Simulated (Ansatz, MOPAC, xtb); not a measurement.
Lewis adduct: C2H5Ga (SMILES C=[CH][GaH2]) (first 8 atoms) with H2O (SMILES O); geometry from B3LYP-D3(BJ)/def2-TZVP, rigid monomers moved along the line of their centres of mass till Ga3···O9 is 4.00 Å.
(charge 0, multiplicity 1):
```csv
atom,x (Å),y (Å),z (Å)
C,-2.0977,0.7257,0.8404
C,-0.8006,0.9683,0.6376
Ga,0.5859,-0.4482,0.7871
H,-2.4674,-0.2756,1.0477
H,-2.8590,1.5010,0.7912
H,-0.5226,1.9977,0.4158
H,0.0433,-1.9338,0.8070
H,2.0895,-0.1358,0.4633
O,0.9923,-0.3361,4.7692
H,0.1687,0.1574,4.8956
H,0.8792,-1.1872,5.2104
```

Monomers are frozen at their geometry in the pair; levels with a basis set take the counterpoise correction.

The state that PM6 reach isn't checked.

Programs: Ansatz (a program for electronic structure); MOPAC for PM6 (differences of heats of formation); xtb for the GFN methods. Each number belongs to the level named beside it.

### Question
One of these levels gives -1.87 kcal/mol for the interaction energy. Which?
A. B3LYP/def2-TZVPPD
B. PM6
C. r2SCAN/def2-TZVPPD
D. GFN2-xTB

### Answer
C, r2SCAN/def2-TZVPPD. The others give -0.41 (PM6), -3.52 (GFN2-xTB), -1.44 (B3LYP/def2-TZVPPD)
